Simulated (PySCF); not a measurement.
A TDDFT job was run through a driver script with this input:

```
{"job": {"kind": "uv", "xc": "B3LYP", "basis": "def2-SVPD", "nstates": 8, "ntriplets": 3}, "charge": -1, "multiplicity": 1}
Br     0.368312    -1.780697    -1.520385
Ga     0.001472     0.000765    -0.003019
Br    -0.710553     1.918927    -1.195233
Br     2.015157     0.487581     1.144126
Br    -1.665767    -0.623723     1.557325
```

Output:

```
coarse grid: 36744 points
cycle   1  E = -12220.4331378266  dE = -4.578e+00  |g| = 6.437e-01  |ddm| = 3.062e+00
cycle   2  E = -12220.3815350621  dE =  5.160e-02  |g| = 8.730e-01  |ddm| = 1.623e+00
cycle   3  E = -12220.5001322505  dE = -1.186e-01  |g| = 1.108e-01  |ddm| = 9.647e-01
cycle   4  E = -12220.5028236223  dE = -2.691e-03  |g| = 3.105e-02  |ddm| = 1.542e-01
cycle   5  E = -12220.5031261353  dE = -3.025e-04  |g| = 4.566e-03  |ddm| = 4.370e-02
cycle   6  E = -12220.5031332665  dE = -7.131e-06  |g| = 8.377e-04  |ddm| = 7.096e-03
final grid: 65592 points
cycle   7  E = -12220.5030913754  dE = -1.189e-07  |g| = 9.697e-04  |ddm| = 3.470e-03
cycle   8  E = -12220.5030912401  dE =  1.353e-07  |g| = 1.229e-03  |ddm| = 2.708e-03
cycle   9  E = -12220.5030915414  dE = -3.014e-07  |g| = 2.236e-04  |ddm| = 1.588e-03
cycle  10  E = -12220.5030915503  dE = -8.842e-09  |g| = 1.149e-05  |ddm| = 2.156e-04
cycle  11  E = -12220.5030915503  dE = -5.275e-11  |g| = 3.761e-06  |ddm| = 2.121e-05
converged SCF energy = -12220.5030915503

Static polarisability (au): isotropic 133.830, principal 133.813 133.827 133.852

Singlet excitations
state   eV       nm        f      main configurations
  1   4.8989    253.1   0.00000   H->L 0.99
  2   4.8995    253.1   0.00000   H-1->L 0.99
  3   4.9003    253.0   0.00000   H-2->L 0.99
  4   5.3712    230.8   0.12429   H-3->L 0.68, H-5->L 0.28
  5   5.3717    230.8   0.12458   H-4->L 0.96
  6   5.3720    230.8   0.12481   H-5->L 0.68, H-3->L 0.28
  7   5.4606    227.1   0.00002   H-6->L 0.98
  8   5.4610    227.0   0.00001   H-7->L 0.98

Triplet excitations (Tamm-Dancoff, eV): 4.6786 4.6792 4.6800
```

Level of theory: PySCF 2.14.0, density-fitted response routines, TDDFT B3LYP/def2-SVPD, vertical, gas phase, core orbitals frozen in the response. Isolated species at its GFN2-xTB geometry, gas phase. The B3LYP/def2-SVPD calculation is non-relativistic and has no spin–orbit coupling, an omission that weighs most on bromine and gallium.

Task: How much of the mean polarisability do the listed states account for?

Result: The sum over states Σ f/ΔE² (ΔE in hartree) gives 9.59 au, 7% of the total; the rest comes from higher roots of the same response equations.

Task: Give the mean polarisability in Å³.

Result: 133.83 au × 0.148185 = 19.83 Å³.

Task: How many basis functions and electrons does this run hold?

Result: 202 basis functions for 172 electrons in 86 doubly occupied orbitals.

Task: What transition dipole goes with state 6?

Result: |μ|² = 3f / (2ΔE) = 3 × 0.1248 / (2 × 0.1974) = 0.948 au, so |μ| = 2.48 D.

Task: What is the polarisability anisotropy, √(½[(α1 − α2)² + (α2 − α3)² + (α3 − α1)²])?

Result: 0.03 au.

Task: Which species is it?

Result: `[Br][Ga-]([Br])([Br])[Br]` ([GaBr4]-), point group Td.

The SCF starts on a coarse grid; the energy jumps when the final grid takes over, and dE counts afresh there. H and L stand for HOMO and LUMO.
